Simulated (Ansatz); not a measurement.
Start from `BN(B)CC=C` and change one atom or group to get `BN([SiH3])CC=C`.

Ansatz, PBE0-D4/def2-TZVP geometries, multiplicity 1. Each molecule was computed in one conformer, which needn't be the lowest.

| property | `BN(B)CC=C` |
| --- | --- |
| zero-point energy (PBE0-D4/def2-TZVP) / kJ/mol | 319.7 |
| size of the dipole moment (PBE/def2-TZVPP) / D | 1.67 |
| HOMO energy (B3LYP/def2-TZVPP) / eV | -7.53 |
| HOMO–LUMO gap (PBE/def2-TZVPP) / eV | 4.36 |
| HOMO–LUMO gap (B3LYP/def2-TZVPP) / eV | 6.05 |
| HOMO energy (ωB97M-V/def2-TZVPP) / eV | -10.01 |

Problem. What does the change do to each property? (Best estimate.)

Solution. Computed: 
```json
{"property": "zero-point energy (PBE0-D4/def2-TZVP) / kJ/mol", "`BN([SiH3])CC=C`": "328.8", "shift": "9.1"}
{"property": "size of the dipole moment (PBE/def2-TZVPP) / D", "`BN([SiH3])CC=C`": "1.64", "shift": "-0.03"}
{"property": "HOMO energy (B3LYP/def2-TZVPP) / eV", "`BN([SiH3])CC=C`": "-7.61", "shift": "-0.08"}
{"property": "HOMO–LUMO gap (PBE/def2-TZVPP) / eV", "`BN([SiH3])CC=C`": "5.25", "shift": "0.89"}
{"property": "HOMO–LUMO gap (B3LYP/def2-TZVPP) / eV", "`BN([SiH3])CC=C`": "6.93", "shift": "0.88"}
{"property": "HOMO energy (ωB97M-V/def2-TZVPP) / eV", "`BN([SiH3])CC=C`": "-10.11", "shift": "-0.10"}
```

With PBE0 the HOMO falls by 0.09 eV and the LUMO rises by 0.80 eV, so the gap widens by about 0.89 eV. PBE moves the HOMO by -0.06 eV and ωB97M-V by -0.10 eV. The zero-point energy changes by 9.1 kJ/mol with +3 modes. Dipoles are sizes alone; their direction can turn.

B3LYP here is the variant with VWN-RPA as its local correlation; programs differ in this.
